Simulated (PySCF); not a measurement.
**Tc: excitation energy**

Tc [Kr] 4d5 5s2 (6S) → Tc [Kr] 4d6 5s1 (6D), as a difference of total energies. Calculation: PySCF 2.14, in aug-cc-pVTZ-DK (9s8p6d3f2g, 102 functions); scalar relativity by spin-free X2C-1e. Correlated levels: valence: [Kr] frozen. The calculations carry no spin-orbit coupling.

| method | excitation energy (eV) | error (eV) |
| --- | --- | --- |
| UHF | 0.713 | +0.307 |
| LDA | -0.063 | -0.469 |
| PBE | -0.231 | -0.637 |
| PBE0 | -0.092 | -0.498 |
| r2SCAN | -0.142 | -0.548 |
| TPSSh | -0.262 | -0.668 |
| B97-3 | 0.316 | -0.090 |
| MN15 | -0.107 | -0.513 |
| MP2 (valence) | 0.408 | +0.002 |
| SCS-MP2 (valence) | 0.376 | -0.030 |

Reference: 0.406 eV (measured; NIST levels, between the centres of gravity of the two terms).

Errors of the correlated levels include the incompleteness of this basis and the frozen core.
